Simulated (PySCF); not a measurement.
Two-dimensional NMR puzzle

Compound of formula C$_{5}$H$_{5}$NO$_{3}$Si. Correlations simulated from computed shifts and the bond graph:

HSQC (one-bond C–H):
```tsv
δH	δC
11.91	232.7
7.41	159.5
7.06	143.2
```

COSY cross peaks (H two or three bonds apart, from the bond graph; peaks can be absent where the dihedral angle is near 90°):
```tsv
δH	δH
11.91	4.54
7.41	7.06
7.41	4.54
```

HMBC (two and three bonds, from the bond graph):
```tsv
δH	δC
11.91	159.5, 122.7
7.41	232.7, 175.9, 143.2, 122.7
7.06	175.9, 159.5
4.54	232.7, 159.5, 143.2, 122.7
```

Carbons without hydrogens: δ 175.9, 122.7.

Level of theory: geometry: GFN2-xTB, NMR shieldings at PBE0/pcSseg-1/GIAO, in PySCF 2.14 (one conformer, relativity neglected, no solvent).

Chemical shifts δ = σref − σ; 1H (31.72 ppm) and 13C (186.93 ppm) against TMS, all at this level.

Exchangeable hydrogens are left out of these lists.

Q: Which molecule is this?

A: SMILES N#C[Si@H](C=O)/C=C\C(=O)O.

Atoms are numbered as in `[N:1]#[C:2][Si@H:3]([CH:4]=[O:5])/[CH:6]=[CH:7]\[C:8](=[O:9])[OH:10]` (H(Xn): hydrogen on atom n).

- δC 232.7 is C4, a carbonyl carbon (δH 11.91).
- δC 175.9 is C8, a carboxylic acid carbon.
- δC 159.5 is C6, a β carbon of a C=C–C=O unit (δH 7.41).
- δC 143.2 is C7, an α carbon of a C=C–C=O unit (δH 7.06).
- δC 122.7 is C2, a nitrile carbon.
- HMBC from δH 11.91 reaches the proton-free carbon C2.
- HMBC from δH 7.41 reaches the proton-free carbons C8, C2.
- HMBC from δH 7.06 reaches the proton-free carbon C8.
- HMBC from δH 4.54 reaches the proton-free carbon C2.
- COSY links 11.91–4.54, 7.41–7.06, 7.41–4.54.

The shifts were computed for this structure.

OH and NH positions are those of a molecule without intermolecular hydrogen bonds; in solution they move with solvent, concentration and temperature, and exchange usually removes their couplings. Shifts are as computed. Against solution values, carbons near 30 ppm lie about +3 ppm off and those near 130 ppm about +5 ppm. Of 1211 compounds with measured shifts, 218 miss one by over three times the rms of a fit or turn the order of signals round; such compounds aren't used in these exercises. Hydrogen bonding in solution deshields acid and N–H amide carbonyl carbons by as much as 10 ppm beyond these values.
